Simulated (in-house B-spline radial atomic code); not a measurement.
Successive ionisation energies of potassium; each step leads to the configuration of the next row (after the last: bare). Dirac energy differences include first-order Breit, QED and recoil terms. NIST's values go from ground level to ground level; the uncertainty of those that are theory runs from under 0.1 % in few-electron ions to several per cent in heavy many-electron ones. Computed with an all-electron radial atomic-structure program (B-spline basis): Dirac-Hartree-Fock, average of the configuration, finite nuclei.

```csv
ion,configuration,ionisation energy (eV),tabulated value (eV),tabulated kind,computed minus tabulated (eV),highest orbital,largest mean radius (bohr)
K6+,[Ne] 3s2 3p1,116.7,117.56,measured,-1,3p3/2,1.162
K7+,[Ne] 3s2,152.7,154.87,semi-empirical,-2,3s1/2,1.093
K8+,[Ne] 3s1,175.3,175.8174,semi-empirical,-1,3s1/2,1.0644
K9+,[He] 2s2 2p6,503.0,503.67,semi-empirical,-1,2p3/2,0.38003
K10+,[He] 2s2 2p5,568.4,565.6,semi-empirical,3,2p3/2,0.37311
K11+,[He] 2s2 2p4,?,?,semi-empirical,?,?,?
K12+,[He] 2s2 2p3,?,?,semi-empirical,?,?,?
K13+,[He] 2s2 2p2,782.4,786.3,semi-empirical,-4,2p3/2,0.35354
K14+,[He] 2s2 2p1,859.5,860.92,semi-empirical,-1,2p3/2,0.3474
K15+,[He] 2s2,?,?,semi-empirical,?,?,?
K16+,[He] 2s1,1034.4,1034.542,tabulated theory,0,2s1/2,0.336
K17+,1s2,4609.4,4610.807,tabulated theory,-1,1s1/2,0.080035
K18+,1s1,4934.0,4934.05,tabulated theory,0,1s1/2,0.078439
```

Question: Fill in the row of K11+.

Answer: ionisation energy (eV): 636.8; tabulated value (eV): 631.1; computed minus tabulated (eV): 6; highest orbital: 2p3/2; largest mean radius (bohr): 0.36638.

Question: Fill in the row of K12+.

Answer: ionisation energy (eV): 708.2; tabulated value (eV): 714.7; computed minus tabulated (eV): -7; highest orbital: 2p3/2; largest mean radius (bohr): 0.35986.

Question: Fill in the row of K15+.

Answer: ionisation energy (eV): 961.9; tabulated value (eV): 967.7; computed minus tabulated (eV): -6; highest orbital: 2s1/2; largest mean radius (bohr): 0.34145.

Question: Where is the largest jump?

Answer: From K16+ to K17+, by a factor of 4.46 (1034.4 to 4609.4 eV); the highest orbital goes from 2s1/2 to 1s1/2.

Where a p, d or f electron is removed, the computed value is a mean over both j, so it misses the tabulated one by a part of the spin-orbit splitting; averaging over terms and missing correlation add to the gap, relatively most at low charge.
